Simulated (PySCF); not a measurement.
PBE0 on As⁻ (arsenic, charge -1), [Ar] 3d10 4s2 4p4, high-spin 3P determinant. All numbers are calculated (PySCF 2.14, a scalar-relativistic core potential, in aug-cc-pVQZ-PP with ECP10MDF (7s6p5d3f2g, 89 functions)).

```
cycle= 1 E= -332.412784941362  delta_E= -0.00802  |g|= 0.0658  |ddm|= 0.946
cycle= 2 E= -332.413410532165  delta_E= -0.000626  |g|= 0.05  |ddm|= 0.248
cycle= 3 E= -332.41378399924  delta_E= -0.000373  |g|= 0.00456  |ddm|= 0.112
cycle= 4 E= -332.413832170714  delta_E= -4.82e-05  |g|= 0.00334  |ddm|= 0.039
cycle= 5 E= -332.413854230443  delta_E= -2.21e-05  |g|= 0.000453  |ddm|= 0.02
cycle= 6 E= -332.413856011088  delta_E= -1.78e-06  |g|= 7.46e-05  |ddm|= 0.00853
cycle= 7 E= -332.413856041247  delta_E= -3.02e-08  |g|= 5.31e-06  |ddm|= 0.00118
cycle= 8 E= -332.413856041284  delta_E= -3.66e-11  |g|= 9.04e-07  |ddm|= 2.38e-05
converged SCF energy = -332.413856041284  <S^2> = 2.0110211  2S+1 = 3.0073384
```

Highest occupied orbital energy: 0.962 eV; ⟨L²⟩ = 2.04; populations by l: s 4.00, p 10.00, d 10.00, f 0.00.

Task: Can this result be used?

Result: With care. The calculation finished and met its thresholds. Energies and moments cover only the electrons outside the core potential. At PBE0 the highest occupied level has a positive energy, so only the finite basis holds that electron; in a semilocal or global hybrid functional this comes from self-interaction and does not mean that the real anion is unbound.
